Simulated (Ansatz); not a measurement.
Isolated molecules relaxed with PBE0-D4/def2-TZVP in Ansatz; ΔE leaves out vibrations. CCSD(T)/CBS is the MP2 limit (def2-TZVPP, def2-QZVPP) plus CCSD(T) − MP2 in def2-TZVPP, frozen cores. This one scheme is used for every species. Functionals use def2-TZVPP. B3LYP here is the variant with VWN-RPA as its local correlation; programs differ in this. For Se outer-core shells are correlated without core-valence functions, which leaves a few kJ/mol of doubt a bond. Scalar relativity is left out up to krypton. Each species was taken in one conformer, which may not be the lowest.

Reaction (formal exchange of groups at the Se–Al bond): `C[Se][AlH][OH]` + `NC(O)O` → `C[Se]C(O)O` + `[NH2][AlH][OH]`

Problem. Is it downhill or uphill in electronic energy at CCSD(T)/CBS, and by how much? (An estimate is asked.)

Solution. The calculation gave: Uphill: ΔE = +32.2 kJ/mol.

Problem. What do these levels give: PBE, PBE0, B3LYP, HF/def2-TZVPP, MP2/def2-TZVPP, HF/def2-QZVPP? (An estimate is asked.)

Solution. Computed: PBE 35.2, PBE0 41.8, B3LYP 30.6, HF/def2-TZVPP 48.2, MP2/def2-TZVPP 28.9, HF/def2-QZVPP 46.5 kJ/mol.

Largest T1 diagnostic among the species: 0.011.

From PBE to PBE0 (25 % exact exchange), in def2-TZVPP and without D4, ΔE moves by +6.6 kJ/mol. In def2-TZVPP, CCSD(T) changes the Hartree–Fock value by −15.9 kJ/mol (the triples alone add −1.7 kJ/mol) and MP2 by −19.3 kJ/mol.
